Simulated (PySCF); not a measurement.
C5H5FO. Atoms are numbered in the order given.

```xyz
12

O      1.7565    -1.0517     0.0000
C      0.8495    -0.2601     0.0000
C      0.9398     1.2580     0.0000
C     -0.5078     1.7693     0.0000
C     -1.3535     0.5310     0.0000
C     -0.5993    -0.5755     0.0000
F     -1.0161    -1.8239     0.0000
H      1.5145     1.5810     0.8814
H      1.5145     1.5810    -0.8814
H     -0.7313     2.3953     0.8802
H     -0.7313     2.3953    -0.8802
H     -2.4452     0.5403     0.0000
```

Geometry: PBE0-D3(BJ)/def2-SVP. The values are those of a single conformer.

Computed with CAM-B3LYP/def2-TZVP (PySCF).

Computed frontier levels, gap, dipole moment and polarisability:
* **highest occupied level**: -8.91 eV
* **lowest empty level**: -0.43 eV
* **orbital gap**: 8.48 eV
* **dipole moment**: 4.50 D
* **quadrupole, principal values (traceless, Buckingham form, about the centre of nuclear charge)**: -5.02, 1.89, 3.14 D·Å
* **mean static polarisability**: 58.1 bohr³ (8.62 Å³)
* **polarisability, principal values**: 40.4, 58.4, 75.6 bohr³
